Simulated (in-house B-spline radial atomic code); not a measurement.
A radial electron density 4πr²n(r) was computed for an atom or ion in its tabulated ground configuration with an all-electron radial atomic-structure program (B-spline basis); method: non-relativistic Hartree-Fock, average of configuration. Columns: r (bohr), 4πr²n(r) (electrons per bohr), bar.

```
 0.00445   0.3168 #
 0.00518   0.4212 #
 0.00603   0.5583 ##
 0.00702   0.7374 ##
 0.00818   0.9716 ###
 0.00952    1.271 ####
  0.0111    1.658 #####
  0.0129    2.138 ######
   0.015    2.737 ########
  0.0175    3.491 ###########
  0.0203    4.369 #############
  0.0237    5.452 ################
  0.0276    6.684 ####################
  0.0321    8.047 ########################
  0.0373    9.498 #############################
  0.0435    11.01 #################################
  0.0506     12.4 #####################################
  0.0589    13.57 #########################################
  0.0685    14.34 ###########################################
  0.0798    14.58 ############################################
  0.0929    14.16 ###########################################
   0.108    13.11 ########################################
   0.126    11.48 ###################################
   0.146    9.657 #############################
    0.17    7.854 ########################
   0.198    6.505 ####################
   0.231    5.879 ##################
   0.269    6.028 ##################
   0.313    6.699 ####################
   0.364    7.448 ######################
   0.424    7.794 ########################
   0.494    7.392 ######################
   0.574    6.237 ###################
   0.669    4.568 ##############
   0.778     2.88 #########
   0.906    1.515 #####
    1.05   0.6698 ##
    1.23   0.2188 #
    1.43  0.05752 
    1.66  0.01134 
    1.94 0.001436
```

(1) Which atom or ion is it?
A. Si7+
B. P9+
C. Mg7+
D. Al7+

Results:

(1) D. The area under the curve, ∫4πr²n dr = ∫r·4πr²n d(ln r) on this logarithmic grid, is 6 electrons; among the options with that count, the innermost peak, which lies near 1/Z bohr, picks Z = 13. The configuration is [He] 2s2 2p2.
